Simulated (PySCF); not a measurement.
# Exercise with solution: oscillator strength and radiative lifetime

BeGeH₄S, SMILES [SH][Be][GeH3].

Geometry: PBE-D3(BJ)/def2-TZVP. One conformer was computed; it need not be the lowest.

TDDFT-M06-2X/def2-SVPD (PySCF) puts the first singlet state with f over 0.02 at 5.30 eV (vertical), with the transition dipole (0.470, -0.095, 0.091) in atomic units.

Task: Find the oscillator strength, the wavelength and the radiative lifetime that this transition would have in vacuum if emission retraced absorption.

Result: 
|μ|² = 0.2382 au, so |μ| = 1.24 D. ΔE = 5.30/27.211 = 0.1948 hartree. f = (2/3) ΔE |μ|² = 0.031 (the program prints 0.031).
λ = 1239.84/5.30 = 234 nm; ν = 42747 cm⁻¹.
Einstein's coefficient A = 0.6670 ν² f s⁻¹ (ν in cm⁻¹) = 3.8e7 s⁻¹, so τ = 1/A = 27 ns. This state is S2; the lower singlet has f = 0.000. The figure is the radiative limit of this one transition; relaxation, internal conversion, crossing to triplets and a medium change what is measured.
